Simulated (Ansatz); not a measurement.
Reaction (formal exchange of groups at a B–C bond): `N=C(F)BS` + `[CH3][Al]([SH])[Cl]` → `[CH3][Al]([Cl])[BH]S` + `N=C(F)S`

Calculated with Ansatz (gas phase, PBE0-D4/def2-TZVP geometries, no zero-point term in ΔE). CCSD(T)/CBS adds triple-zeta CCSD(T) − MP2 to the extrapolated MP2 energy (def2 sets, frozen cores). DFT in def2-TZVPP. Each species was taken in one conformer, which may not be the lowest.

CCSD(T)/CBS gives +46.8 kcal/mol.

**Question.** Another level gave +44.4 kcal/mol. Which?
A. PBE-D4/def2-TZVPP
B. MP2/def2-TZVPP
C. ωB97M-V/def2-TZVPP
D. BLYP/def2-TZVPP

**Answer.** D. BLYP 44.4, ωB97M-V 47.0, PBE-D4 43.0, MP2/def2-TZVPP 48.1 kcal/mol.

Largest T1 diagnostic among the species: 0.016.

From PBE to PBE0 (25 % exact exchange), in def2-TZVPP and without D4, ΔE moves by +1.6 kcal/mol. At CCSD(T), def2-SVP lies +1.9 kcal/mol from the extrapolated value and def2-TZVPP −0.1 kcal/mol. Leaving LDA and LC-ωPBE aside and taking each functional with its dispersion term where it has one, the values, not all of them listed here, spread over 4.8 kcal/mol, from revPBE-D4 to BHLYP-D4. LDA lies +0.8 kcal/mol from PBE without D4.
